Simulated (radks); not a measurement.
Species: Sr3+. Configuration: [Ar] 3d9.75 4s2 4p5 5p0.25 (fractional occupations, a model configuration).

All-electron calculation, scalar-relativistic Kohn-Sham, PW91, spin-polarised, spherical densities, point nucleus; open shells are filled with parallel spins first (spin-orbit coupling, left out, can overturn this in heavy ions). Program: a radial shooting solver on a logarithmic mesh with Libxc functionals.

Energy parts (hartree):
total: -3176.58191
kinetic: 3257.66928
electron-nucleus: -7604.94855
Hartree: 1275.09896
exchange-correlation: -104.40160

Orbitals (lengths in bohr, moments of r in powers of bohr; r(max) is where P^2 peaks; r(90%) holds 90 % of the orbital's charge):
| orbital | occ. | eigenvalue (hartree) | <r> | r(max) | <r^2> | r(90%) |
|---|---|---|---|---|---|---|
| 1s up | 1 | -587.1861 | 0.03916 | 0.02553 | 0.002067 | 0.0701 |
| 1s down | 1 | -587.1813 | 0.03916 | 0.02553 | 0.002067 | 0.0701 |
| 2s up | 1 | -80.73274 | 0.1725 | 0.1451 | 0.03507 | 0.267 |
| 2s down | 1 | -80.71842 | 0.1725 | 0.1451 | 0.03506 | 0.267 |
| 2p up | 3 | -71.90216 | 0.1504 | 0.1160 | 0.02765 | 0.245 |
| 2p down | 3 | -71.88902 | 0.1503 | 0.1160 | 0.02764 | 0.245 |
| 3s up | 1 | -13.61390 | 0.4909 | 0.4352 | 0.2765 | 0.728 |
| 3s down | 1 | -13.59210 | 0.4909 | 0.4353 | 0.2766 | 0.728 |
| 3p up | 3 | -10.76229 | 0.4968 | 0.4299 | 0.2880 | 0.754 |
| 3p down | 3 | -10.73985 | 0.4968 | 0.4300 | 0.2880 | 0.754 |
| 3d up | 5 | -6.05706 | 0.4943 | 0.3751 | 0.2973 | 0.800 |
| 3d down | 4.75 | -6.03274 | 0.4942 | 0.3752 | 0.2970 | 0.799 |
| 4s up | 1 | -2.65549 | 1.309 | 1.169 | 1.937 | 1.90 |
| 4s down | 1 | -2.61128 | 1.310 | 1.168 | 1.941 | 1.91 |
| 4p up | 3 | -1.94935 | 1.466 | 1.284 | 2.450 | 2.16 |
| 4p down | 2 | -1.90599 | 1.471 | 1.285 | 2.468 | 2.17 |
| 5p up | 0.25 | -0.67579 | 3.597 | 3.324 | 14.51 | 5.16 |

The highest occupied level is 5p up at -18.389 eV. Summed over all electrons, <r^2> = 25.21 bohr^2, which gives a Langevin (diamagnetic) susceptibility term of -20 x 10^-6 cm^3/mol. Spin moment in Bohr magnetons: 1.5.
